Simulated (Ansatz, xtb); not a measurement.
**Two isomers of C5H5BClF**

Structure a is `C=CCC#CB(F)Cl`, a singlet and structure b is `C=C(C)C#CB(F)Cl`, a singlet. Both are isolated molecules in the gas phase, relaxed with B3LYP-D3(BJ)/def2-SVP; the shapes shown needn't be the lowest conformers.

a (Å):

```xyz
13

C    -0.1666    1.7247    1.3944
C     0.5729    0.9905    0.5627
C     0.3235    0.8819   -0.9252
C     0.1417   -0.4939   -1.3784
C     0.0042   -1.6515   -1.7369
B    -0.1597   -3.0918   -2.1658
Cl    0.5067   -4.4127   -1.2033
F    -0.8055   -3.4126   -3.2751
H    -1.0275    2.3016    1.0407
H     0.0619    1.7775    2.4621
H     1.4224    0.4130    0.9441
H    -0.5540    1.4865   -1.2121
H     1.1829    1.3061   -1.4796
```

b (Å):

```xyz
13

C     2.8211    0.0764    2.2456
C     2.2582   -0.3821    1.1092
C     2.7121   -1.6412    0.4077
C     1.1758    0.3325    0.5092
C     0.2479    0.9136   -0.0362
B    -0.8979    1.6242   -0.7179
Cl   -1.6038    0.9939   -2.2080
F    -1.4113    2.7398   -0.2244
H     2.4666    0.9909    2.7254
H     3.6500   -0.4598    2.7152
H     3.0371   -1.4164   -0.6209
H     3.5453   -2.1153    0.9455
H     1.8832   -2.3633    0.3321
```

Quicker runs give these differences E(b) − E(a): GFN2-xTB −0.255 eV; HF/STO-3G −0.270 eV (at GFN2-xTB geometries); r2SCAN-D4/def2-SVP −0.344 eV (at GFN2-xTB geometries).

Q: Estimate E(b) − E(a) at the level CCSD(T)/def2-SVP + ΔMP2/def2-TZVPP.

A: Calculated at CCSD(T)/def2-SVP + ΔMP2/def2-TZVPP: E(b) − E(a) = −0.243 eV, so structure b lies lower.

The same difference at several levels:

```json
{"level": "GFN2-xTB", "geometry": "GFN2-xTB", "E(b) − E(a) (eV)": "−0.255", "departure from the last row (eV)": "−0.012", "job, with rough time for the two": "optimisation, 0.51 s"}
{"level": "HF/STO-3G", "geometry": "GFN2-xTB", "E(b) − E(a) (eV)": "−0.270", "departure from the last row (eV)": "−0.027", "job, with rough time for the two": "single point, 0.58 s"}
{"level": "r2SCAN-D4/def2-SVP", "geometry": "GFN2-xTB", "E(b) − E(a) (eV)": "−0.344", "departure from the last row (eV)": "−0.101", "job, with rough time for the two": "single point, 5.6 s"}
{"level": "B3LYP-D3(BJ)/def2-SVP", "geometry": "B3LYP-D3(BJ)/def2-SVP", "E(b) − E(a) (eV)": "−0.299", "departure from the last row (eV)": "−0.056", "job, with rough time for the two": "optimisation, 3.5 min"}
{"level": "HF/def2-SVP", "geometry": "B3LYP-D3(BJ)/def2-SVP", "E(b) − E(a) (eV)": "−0.187", "departure from the last row (eV)": "+0.056", "job, with rough time for the two": "part of the CCSD(T) run"}
{"level": "MP2/def2-SVP", "geometry": "B3LYP-D3(BJ)/def2-SVP", "E(b) − E(a) (eV)": "−0.298", "departure from the last row (eV)": "−0.055", "job, with rough time for the two": "part of the CCSD(T) run"}
{"level": "CCSD(T)/def2-SVP", "geometry": "B3LYP-D3(BJ)/def2-SVP", "E(b) − E(a) (eV)": "−0.263", "departure from the last row (eV)": "−0.020", "job, with rough time for the two": "single point"}
{"level": "CCSD(T)/def2-SVP + ΔMP2/def2-TZVPP", "geometry": "B3LYP-D3(BJ)/def2-SVP", "E(b) − E(a) (eV)": "−0.243", "departure from the last row (eV)": "", "job, with rough time for the two": "single point, 2.1 min"}
```

As drawn, both hold the same kinds of bond in the same numbers. Structure a has 0 methyl groups, b 1.

The levels shown agree on the order. The largest departure from CCSD(T)/def2-SVP + ΔMP2/def2-TZVPP is that of r2SCAN-D4/def2-SVP, 0.101 eV. The last row adds to CCSD(T) the change of the MP2 difference between the two basis sets, here +0.020 eV.

With thermal terms from frequencies at re-optimised GFN2-xTB minima (ideal gas, soft modes damped towards free rotors, one conformer each, 298.15 K, 1 atm): the zero-point term adds 0.000 eV; ΔH is −0.238 and ΔG −0.241 eV.

The correlated steps freeze 12 core orbitals. Programs: Ansatz 0.2.0, xtb 6.7.1; the last row on 4 threads of Arm Neoverse N1 on a shared host.
